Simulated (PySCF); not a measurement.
Assigning NMR signals

Mapped SMILES: `[CH3:1][C@@H:2]1[CH2:3][O:4][SiH2:5][O:6][C@@H:7]1[C:8]([F:9])([F:10])[F:11]` (H(Xn): hydrogen on atom n). Ha(C3), Ha(Si5) are cis to C1 on the ring; Hb(C3), Hb(Si5) are trans to C1 on the ring.

- GFN2-xTB structure
- σ from GIAO-PBE0/pcSseg-1
- code: PySCF 2.14
- one computed conformer, gas phase, one averaged value for each set of equivalent atoms, non-relativistic Hamiltonian

References, each an isolated molecule treated in the same way: 13C and 1H vs TMS.

Problem. Assign these signals to the numbered atoms. 13C{1H} NMR (computed): δ 135.2, 77.4, 69.0, 40.3, 14.7.

Solution. 
| δ (ppm) | atoms | environment | reason |
| --- | --- | --- | --- |
| 135.2 | C8 | CF3 carbon | 3 electronegative neighbours deshield it |
| 77.4 | C7 | sp3 CH bonded to O | the inductive effect lowers its shielding |
| 69.0 | C3 | sp3 CH2 bonded to O | pulled downfield by the heteroatom |
| 40.3 | C2 | sp3 CH in a ring | saturated and bonded to C and H only |
| 14.7 | C1 | methyl carbon | saturated and bonded to C and H only |

Problem. Assign these signals to the numbered atoms. 1H NMR (300 MHz, computed): δ 5.16 (m, 1H), 4.85 (m, 1H), 4.60 (m, 1H), 4.39 (m, 1H), 4.25 (m, 1H), 2.43 (m, 1H), 1.05 (d, 3H).

Solution. 
| δ (ppm) | atoms | environment | reason |
| --- | --- | --- | --- |
| 5.16 | Ha(Si5) | hydrogen on a silicon bonded to 2 O, in a 6-membered ring | – |
| 4.85 | Hb(Si5) | hydrogen on a silicon bonded to 2 O, in a 6-membered ring | – |
| 4.60 | Ha(C3) | hydrogen on an sp3 CH2 bonded to O | its carbon carries O, which withdraws density |
| 4.39 | H(C7) | hydrogen on an sp3 CH bonded to O | its carbon carries O, hence the downfield position |
| 4.25 | Hb(C3) | hydrogen on an sp3 CH2 bonded to O | its carbon carries O, an electronegative neighbour |
| 2.43 | H(C2) | hydrogen on an sp3 CH in a ring | – |
| 1.05 | H(C1) | hydrogen on a methyl carbon | far from electronegative atoms and π systems |

Splittings by 19F in the carbon and heteronuclear signals aren't shown, as no couplings were computed. Shifts are as computed. Against solution values, carbons near 30 ppm lie about +3 ppm off and those near 130 ppm about +5 ppm. Of 1211 compounds with measured shifts, 218 miss one by over three times the rms of a fit or turn the order of signals round; such compounds aren't used in these exercises. Multiplicities follow the n + 1 count of equivalent neighbours, as no J values were calculated; m marks all less simple cases, F and P coupling included.
